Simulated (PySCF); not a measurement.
C5H12O, SMILES CC(C)CCO, GFN2-xTB optimised geometry.

```
18

C      1.86    -0.42     0.00
C      0.33    -0.42     0.00
C     -0.19    -1.21     1.20
C     -0.18     1.02     0.00
C     -1.69     1.17    -0.23
O     -2.10     0.79    -1.52
H      2.24     0.07     0.89
H      2.24    -1.44    -0.01
H      2.25     0.10    -0.87
H      0.00    -0.92    -0.92
H      0.22    -2.22     1.19
H     -1.27    -1.29     1.19
H      0.12    -0.73     2.13
H      0.07     1.49     0.95
H      0.33     1.58    -0.79
H     -1.97     2.22    -0.13
H     -2.25     0.60     0.53
H     -1.85    -0.13    -1.67
```

Density from PBE0/def2-SVP (PySCF 2.14.0) at that geometry.

Minimum of the electron density along straight lines between bonded atoms, close to the bond critical point (lines longer than 1.1 times the sum of covalent radii, or with two minima, are not listed):

| bond | length / Å | ρ at the minimum / e bohr⁻³ | ∇²ρ there / e bohr⁻⁵ | position (fraction from the first atom) |
|---|---|---|---|---|
| C1–C2 | 1.528 | 0.243 | -0.55 | 0.50 |
| C2–C3 | 1.527 | 0.244 | -0.55 | 0.50 |
| C2–C4 | 1.534 | 0.242 | -0.55 | 0.50 |
| C4–C5 | 1.531 | 0.246 | -0.57 | 0.50 |
| C5–O6 | 1.408 | 0.261 | (withheld) | 0.34 |
| C1–H7 | 1.088 | 0.276 | -1.00 | 0.62 |
| C1–H8 | 1.088 | 0.276 | -1.00 | 0.62 |
| C1–H9 | 1.088 | 0.276 | -1.01 | 0.62 |
| C2–H10 | 1.097 | 0.273 | -0.96 | 0.62 |
| C3–H11 | 1.088 | 0.276 | -1.00 | 0.62 |
| C3–H12 | 1.087 | 0.276 | -1.00 | 0.62 |
| C3–H13 | 1.088 | 0.276 | -1.00 | 0.62 |
| C4–H14 | 1.092 | 0.274 | -0.98 | 0.62 |
| C4–H15 | 1.092 | 0.276 | -1.00 | 0.62 |
| C5–H16 | 1.093 | 0.283 | -1.08 | 0.63 |
| C5–H17 | 1.099 | 0.278 | -1.02 | 0.62 |
| O6–H18 | 0.964 | (withheld) | (withheld) | 0.81 |

Problem. Complete the blanks.

Solution. 
- C5–O6, ∇²ρ there / e bohr⁻⁵: -0.46
- O6–H18, ρ at the minimum / e bohr⁻³: 0.359
- O6–H18, ∇²ρ there / e bohr⁻⁵: -2.23
